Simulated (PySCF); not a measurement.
## BeAl at PBE0

Level: PBE0. Be def2-TZVP, Al def2-TZVP; no relativity (PySCF 2.14).

* state: ²Π (doublet), unpaired electrons π ↑
* bond length: 2.414 Å
* harmonic wavenumber: 384 cm⁻¹
* force constant: 0.588 mdyn/Å
* rotational constant Be: 0.4283 cm⁻¹
* well depth De to Be + Al: 18.1 kcal/mol
* dissociation energy D0: 17.6 kcal/mol
* bond order (Mayer): 1.35
* dipole moment (positive dipole means Be(−)Al(+)): -0.30 D

The state is the lowest determinant that a PBE0 search found; another state may lie lower at other levels.
